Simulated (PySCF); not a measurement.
MoF6, SMILES [F][Mo]([F])([F])([F])([F])[F], multiplicity 1. Geometry optimised at PBE-D3(BJ)/def2-SVP. The multiplicity is an assumed one; no other spin state was optimised. The isomer is the one that the SMILES or the coordinates give; other isomers of the formula were not compared. The def2 effective core potentials stand for the cores of Mo; spin–orbit coupling is left out.

Problem. Give the equilibrium geometry at PBE-D3(BJ)/def2-SVP (PySCF confirms it by a frequency run) as bond lengths and angles, and its point group. (Estimate from the structure and the level; the computed values follow.)

Solution. point group Oh.
Atoms: Mo1 F2 F3 F4 F5 F6 F7. Bonded distances (Å): Mo1–F2 1.843, Mo1–F3 1.843, Mo1–F4 1.843, Mo1–F5 1.843, Mo1–F6 1.843, Mo1–F7 1.843. Bond angles (°): F2–Mo1–F3 180.0, F2–Mo1–F4 90.0, F2–Mo1–F5 90.0, F2–Mo1–F6 90.0, F2–Mo1–F7 90.0, F3–Mo1–F4 90.0, F3–Mo1–F5 90.0, F3–Mo1–F6 90.0, F3–Mo1–F7 90.0, F4–Mo1–F5 90.0, F4–Mo1–F6 90.0, F4–Mo1–F7 180.0, F5–Mo1–F6 180.0, F5–Mo1–F7 90.0, F6–Mo1–F7 90.0.
Charge 0, spin multiplicity 1.
